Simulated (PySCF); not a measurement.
PySCF input for CF2, SMILES F[C]F (connectivity only; charge and spin as stated), charge +1, multiplicity 2, B3LYP/pcH-1. The structure is a stationary point at PBE0-D3(BJ)/def2-TZVP. The isomer is the one that the SMILES or the coordinates give; other isomers of the formula were not compared.

```python
import numpy as np
from pyscf import gto, scf, dft
from pyscf.prop.hfc import uks as hfc
from pyscf.prop.gtensor import uks as gtensor

mol = gto.M(
    atom='''
    F     0.00000000   -1.07476180    0.14092067
    C     0.00000000    0.00000000   -0.42276201
    F     0.00000000    1.07476180    0.14092067
    ''',
    basis='pcH-1',
    charge=1,
    spin=1,
    max_memory=1600,
    verbose=3,
)
mf = dft.UKS(mol, xc='b3lyp')
mf.grids.level = 3
mf.conv_tol = 1e-10
mf.max_cycle = 100
mf.kernel()
fine, coarse = mf.grids, dft.Grids(mol).set(level=1).build(with_non0tab=True)
for _ in range(3):  # follow internal instabilities
    mf.grids = coarse
    mo, _, stable, _ = mf.stability(return_status=True, nroots=4)
    mf.grids = fine
    if stable:
        break
    mf.kernel(mf.make_rdm1(mo, mf.mo_occ))
A = hfc.HFC(mf).make_fcdip(mf.make_rdm1())  # Fermi contact and dipolar terms, MHz
print('atom   A(iso)/MHz   principal dipolar parts/MHz')
for i, a in enumerate(A):
    w = np.linalg.eigvalsh((a + a.T) / 2)
    print(f'{mol.atom_symbol(i):2s}{i + 1:3d} {w.mean():12.2f}', (w - w.mean()).round(2))
gt = gtensor.GTensor(mf)
gt.dia_soc2e, gt.para_soc2e, gt.so_eff_charge = None, None, True
gt.max_cycle_cphf = 60
g = gt.kernel()
```

Output:

```

WARN: HOMO -0.225364202219872 >= LUMO -0.225364202219787

converged SCF energy = -237.292495488721  <S^2> = 0.75251998  2S+1 = 2.0025184
<class 'pyscf.dft.uks.UKS'> wavefunction is stable in the internal stability analysis
atom   A(iso)/MHz   principal dipolar parts/MHz
F   1       457.60 [-334.27 -264.52  598.79]
C   2      1128.22 [-66.4  -54.5  120.91]
F   3       457.60 [-334.27 -264.52  598.79]
SOC(1e)/OZ [ 0.00234255 -0.00779673 -0.00086257]
free electron g 2.00231930436182
g-tensor total [2.0044362  1.99438986 2.00123804]
g-shift (ppt) [ 2.11689829 -7.92944518 -1.08126491]
```

Self-consistency was reached.
